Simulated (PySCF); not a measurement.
Al(Me)(OMe)(NH2) (C2H8AlNO), SMILES C[O][Al]([CH3])[NH2]. Coordinates come from a PBE0-D3(BJ)/def2-SVP optimisation. One conformer was computed; it need not be the lowest.

Question: Give the equilibrium geometry at PBE0-D3(BJ)/def2-SVP (PySCF confirms it by a frequency run) as bond lengths and angles. (The exact figures need the calculation; the answer reports its results.)

Answer: This is not unique; one that fits is 
Atoms: Al1 C2 H3 H4 H5 O6 C7 H8 H9 H10 N11 H12 H13. Bonds (Å): Al1–C2 1.943, Al1–O6 1.703, Al1–N11 1.774, C2–H3 1.102, C2–H4 1.101, C2–H5 1.102, O6–C7 1.382, C7–H8 1.108, C7–H9 1.106, C7–H10 1.106, N11–H12 1.014, N11–H13 1.013. Bond angles (°): C2–Al1–O6 118.3, C2–Al1–N11 122.6, O6–Al1–N11 119.1, Al1–C2–H3 110.8, Al1–C2–H4 112.8, Al1–C2–H5 110.8, H3–C2–H4 107.8, H3–C2–H5 106.7, H4–C2–H5 107.8, Al1–O6–C7 140.2, O6–C7–H8 113.4, O6–C7–H9 111.0, O6–C7–H10 111.1, H8–C7–H9 107.0, H8–C7–H10 107.0, H9–C7–H10 106.9, Al1–N11–H12 124.4, Al1–N11–H13 126.0, H12–N11–H13 109.6.
Charge 0, spin multiplicity 1.
